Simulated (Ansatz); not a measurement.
Geometry optimisation, Ansatz, RKS B3LYP/6-31G*.

Input file:

```yaml
crystal:
  periodic: [false, false, false]
  atoms:
    - { symbol: Si, position_ang: [0.006412, -0.123009, -0.086135] }
    - { symbol: H, position_ang: [-0.053826, -0.180253, 1.379782] }
    - { symbol: Si, position_ang: [2.228936, 0.168214, -0.840109] }
    - { symbol: H, position_ang: [2.760073, -1.063539, -1.487469] }
    - { symbol: H, position_ang: [2.286084, 1.272315, -1.837118] }
    - { symbol: H, position_ang: [3.124777, 0.515628, 0.298026] }
    - { symbol: Si, position_ang: [-1.154295, 1.851092, -0.693091] }
    - { symbol: H, position_ang: [-2.59869, 1.761474, -0.332006] }
    - { symbol: H, position_ang: [-0.584603, 3.042421, -0.000188] }
    - { symbol: H, position_ang: [-1.066738, 2.091472, -2.161365] }
    - { symbol: Si, position_ang: [-1.156499, -1.888747, -1.135032] }
    - { symbol: H, position_ang: [-2.237642, -2.396922, -0.245803] }
    - { symbol: H, position_ang: [-1.78134, -1.383255, -2.389426] }
    - { symbol: H, position_ang: [-0.266748, -3.028246, -1.489344] }
    - { symbol: P, position_ang: [1.300279, -2.706647, 1.733133] }
    - { symbol: H, position_ang: [-0.085703, -2.855147, 1.462111] }
    - { symbol: H, position_ang: [1.638963, -2.356721, 0.40203] }
    - { symbol: H, position_ang: [1.15726, -1.36513, 2.169504] }
basis:
  gaussian: { orbitals: "6-31G*" }
hamiltonian:
  xc: b3lyp
relax:
  f_tol: 0.03
  max_steps: 50
output:
  orbitals: {}
```

Command:

```bash
$ ansatz run input.yaml --threads 4 --pin off --max-ram 5120MiB --backend cpu --events-out ev --progress --plain --runs-dir out
```

Where does it end, and by what steps?

It converged. The force dipped under the threshold on the way, but the program's further checks kept it going. After 17 steps the energy has fallen by 0.504 eV; H18 moved furthest, 1.42 Å.

```json
{"step": "0", "energy less start (eV)": "0.0000", "largest force component (eV/Å)": "0.811", "accepted": "yes"}
{"step": "1", "energy less start (eV)": "-0.2489", "largest force component (eV/Å)": "0.186", "accepted": "yes"}
{"step": "2", "energy less start (eV)": "-0.3401", "largest force component (eV/Å)": "0.168", "accepted": "yes"}
{"step": "3", "energy less start (eV)": "-0.4100", "largest force component (eV/Å)": "0.082", "accepted": "yes"}
{"step": "4", "energy less start (eV)": "-0.4409", "largest force component (eV/Å)": "0.126", "accepted": "yes"}
{"step": "5", "energy less start (eV)": "-0.4598", "largest force component (eV/Å)": "0.070", "accepted": "yes"}
{"step": "6", "energy less start (eV)": "-0.4666", "largest force component (eV/Å)": "0.061", "accepted": "yes"}
{"step": "7", "energy less start (eV)": "-0.4715", "largest force component (eV/Å)": "0.127", "accepted": "yes"}
{"step": "8", "energy less start (eV)": "-0.4752", "largest force component (eV/Å)": "0.135", "accepted": "yes"}
{"step": "9", "energy less start (eV)": "-0.4801", "largest force component (eV/Å)": "0.204", "accepted": "yes"}
{"step": "10", "energy less start (eV)": "-0.4860", "largest force component (eV/Å)": "0.138", "accepted": "yes"}
{"step": "11", "energy less start (eV)": "-0.4940", "largest force component (eV/Å)": "0.012", "accepted": "yes"}
{"step": "12", "energy less start (eV)": "-0.4979", "largest force component (eV/Å)": "0.126", "accepted": "yes"}
{"step": "13", "energy less start (eV)": "-0.4999", "largest force component (eV/Å)": "0.132", "accepted": "yes"}
{"step": "14", "energy less start (eV)": "-0.5017", "largest force component (eV/Å)": "0.087", "accepted": "yes"}
{"step": "15", "energy less start (eV)": "-0.5029", "largest force component (eV/Å)": "0.037", "accepted": "yes"}
{"step": "16", "energy less start (eV)": "-0.5034", "largest force component (eV/Å)": "0.022", "accepted": "yes"}
{"step": "17", "energy less start (eV)": "-0.5036", "largest force component (eV/Å)": "0.015", "accepted": "yes"}
```

```xyz
18
Properties=species:S:1:pos:R:3
Si -0.189 0.222 -0.372
H -0.201 -0.034 1.101
Si 2.060 0.394 -1.058
H 2.781 -0.891 -0.833
H 2.134 0.722 -2.509
H 2.763 1.465 -0.298
Si -1.348 2.236 -0.767
H -2.745 2.152 -0.257
H -0.670 3.379 -0.093
H -1.402 2.522 -2.228
Si -1.259 -1.590 -1.435
H -2.671 -1.713 -0.978
H -1.260 -1.398 -2.911
H -0.555 -2.868 -1.132
P 1.793 -3.745 2.398
H 0.391 -3.752 2.147
H 2.114 -3.335 1.073
H 1.782 -2.411 2.898
```

Time of the run: 59 s on 4 threads of Arm Neoverse V1 (shared host), peak memory 0.35 GiB.
